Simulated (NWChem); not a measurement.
System: CH5O cation; SMILES C[OH2+]

Input file for NWChem:

```
start job
memory heap 200 mb stack 900 mb global 1100 mb
charge 1
geometry units angstroms noautoz
  C     -0.001327     0.799028     0.000000
  O     -0.030951    -0.686792     0.000000
  H     -0.544533     1.099928    -0.902007
  H     -0.544533     1.099928     0.902007
  H      1.041813     1.136781     0.000000
  H      0.324924    -1.117925    -0.802168
  H      0.324924    -1.117925     0.802168
end
basis spherical
  * library 6-31+g*
end
dft
  xc b3lyp
  iterations 150
end
tddft
  nroots 8
end
task tddft energy
```

Coordinates come from a PBE0/def2-SVP optimisation.

Vertical excitations in the gas phase.

### Question
Give the results of this calculation. (B3LYP/6-31+G* (spherical d), full TDDFT.) Quantities: lowest excitation, singlet (eV); oscillator strength of that lowest state; lowest state with f > 0.02, singlet (eV); lowest triplet (eV); orbital gap (eV).

### Answer
```json
{
  "lowest excitation, singlet (eV)": "8.84",
  "oscillator_strength_of_that_lowest_state": "0.000",
  "lowest state with f > 0.02, singlet (eV)": "11.28",
  "lowest triplet (eV)": "8.33",
  "orbital gap (eV)": "10.19"
}
```
